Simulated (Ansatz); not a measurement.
A nudged elastic band was laid between two geometries of BF$_{3}$H$_{3}$N (8 atoms, charge 0, multiplicity 1).

All numbers below come from RHF/def2-SVP (Ansatz).

```yaml
movable_images: 5
climbing_image: from the first iteration
spring: 5.0 eV/Å²
optimiser: fire
start_path: through a guess of the saddle point
force_threshold: 0.05 eV/Å
iteration_limit: 60
end_points: relaxed
```

Initial state:

```xyz
8
Properties=species:S:1:pos:R:3
B 0.030 -0.132 0.175
F 0.209 0.665 1.256
F 1.063 -0.125 -0.702
F -1.193 -0.030 -0.399
N 0.050 -1.687 0.810
H -0.098 -2.365 0.079
H 0.939 -1.874 1.248
H -0.677 -1.792 1.500
```

Final state:

```xyz
8
Properties=species:S:1:pos:R:3
B 0.112 -0.611 -0.501
F -0.402 0.081 2.670
F 1.181 0.088 -0.797
F -1.024 -0.290 -1.071
N 0.178 -1.668 0.428
H -0.573 -2.327 0.487
H 1.067 -2.046 0.691
H -0.215 -0.566 2.061
```

(1) Which bonds break or form, and what moves?

(2) Give the energies along the band, and the barrier.

(3) What is the geometry of the highest image?

## Answers

(1) Bonds broken: B1–F2, N5–H8. Bonds formed: F2–H8. BF3H3N becomes BF2H2N + FH.

(2) The run converged. The highest image is number 3 of 0 to 6, 2.13 eV above the first end and 0.97 eV above the last; the last end lies 1.16 eV above the first. Neighbouring images differ by up to 1.9 eV, so the band resolves the path poorly. Another band between the same ends (5 images) ends at a top of the same energy, where a vibrational analysis finds 1 clearly imaginary mode. The orbitals stay closed-shell, which can raise the energy where a bond breaks towards radicals; this wasn't checked here.

```csv
image,path coordinate (Å),energy (eV),B1–F2 (Å),N5–H8 (Å),F2–H8 (Å)
0,0.00,0.00,1.35,1.01,2.62
1,0.69,0.02,1.36,1.01,2.43
2,1.39,0.28,1.39,1.01,1.90
3,2.08,2.13,1.72,1.33,1.10
4,2.64,1.38,2.31,1.78,0.92
5,3.19,1.18,2.86,2.02,0.91
6,3.75,1.16,3.29,2.01,0.91
```

(3) 
```xyz
8
Properties=species:S:1:pos:R:3
B 0.036 -0.398 -0.005
F -0.256 0.247 1.563
F 1.170 0.145 -0.414
F -1.068 -0.166 -0.696
N 0.126 -1.743 0.698
H -0.582 -2.414 0.458
H 1.035 -2.168 0.722
H -0.137 -0.842 1.640
```

The run took 2.6 min on 1 thread of AMD EPYC 9R45 96-Core Processor (Zen 5), with other jobs on the host, peak memory 0.17 GiB.
